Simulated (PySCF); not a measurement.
From one molecule to another.

First species: C7H5NSi.
SMILES with atom numbers: `[CH:1]#[C:2][Si@@H:3]1[C@@H:4]([C:5]#[N:6])[C:7]12[CH:8]=[CH:9]2` (hydrogens: H10 on C1; H11 on Si3; H12 on C4; H13 on C8; H14 on C9)

Second species: C7H5NSi.
Structure used (GFN2-xTB), in Å, numbered top down from 1:
```xyz
14
C7H5NSi angstrom
C      3.143    0.718    0.398
C      2.025    0.286    0.295
C      0.708   -0.162    0.190
C      0.340   -1.435   -0.078
C     -1.083   -1.692   -0.147
C     -1.902   -0.649    0.063
Si    -0.868    0.886    0.410
C     -1.006    2.144   -0.963
N     -1.098    2.926   -1.794
H      4.125    1.077    0.483
H      1.048   -2.235   -0.239
H     -1.430   -2.693   -0.363
H     -2.974   -0.735    0.031
H     -1.029    1.562    1.694
```

Levels: CAM-B3LYP/def2-SVPD for dipole moment, HOMO energy, LUMO energy, HOMO–LUMO gap, static isotropic polarisability and electronic spatial extent ⟨r²⟩ about the centre of nuclear charge; TDDFT CAM-B3LYP/def2-SVPD for lowest singlet excitation; TDA CAM-B3LYP/def2-SVPD for lowest triplet excitation (Tamm–Dancoff); GFN2-xTB for rotational constant A and rotational constant C. Geometries: GFN2-xTB. Each species is one conformer at its optimised geometry, gas phase, non-relativistic unless stated. Electronic properties by PySCF.

Values for the first species:

| Quantity | Value |
| --- | --- |
| Dipole moment | 5.35 D |
| HOMO energy | -8.12 eV |
| LUMO energy | -0.07 eV |
| HOMO–LUMO gap | 8.05 eV |
| Lowest singlet excitation | 5.15 eV |
| Lowest triplet excitation (Tamm–Dancoff) | 3.72 eV |
| Static isotropic polarisability | 106.9 au |
| Electronic spatial extent ⟨r²⟩ about the centre of nuclear charge | 1456 bohr² |
| Rotational constant A | 2.142 GHz |
| Rotational constant C | 0.778 GHz |

Q: Estimate the same properties for the second species, and the change in each.

A: 
| property | first | second | second less first |
| --- | --- | --- | --- |
| dipole moment | 5.35 D | 4.08 D | -1.27 D |
| HOMO energy | -8.12 eV | -8.05 eV | +0.07 eV |
| LUMO energy | -0.07 eV | -1.52 eV | -1.45 eV |
| HOMO–LUMO gap | 8.05 eV | 6.53 eV | -1.52 eV |
| lowest singlet excitation | 5.15 eV | 3.72 eV | -1.43 eV |
| lowest triplet excitation (Tamm–Dancoff) | 3.72 eV | 2.10 eV | -1.62 eV |
| static isotropic polarisability | 106.9 au | 108.4 au | +1.5 au |
| electronic spatial extent ⟨r²⟩ about the centre of nuclear charge | 1456 bohr² | 1374 bohr² | -82 bohr² |
| rotational constant A | 2.142 GHz | 1.664 GHz | -0.478 GHz |
| rotational constant C | 0.778 GHz | 0.836 GHz | +0.058 GHz |

On the first: A dipole of 5.35 D is allowed in C1, and pure rotational transitions are dipole-allowed. The principal polarisabilities are 80.1, 99.2 and 141.5 au; their mean is the isotropic value.

On the second: The vertical singlet–triplet gap S1 − T1 is 1.62 eV (TDDFT singlet less Tamm–Dancoff triplet; S1: HOMO→LUMO, weight 0.96; T1: HOMO→LUMO, weight 0.93).
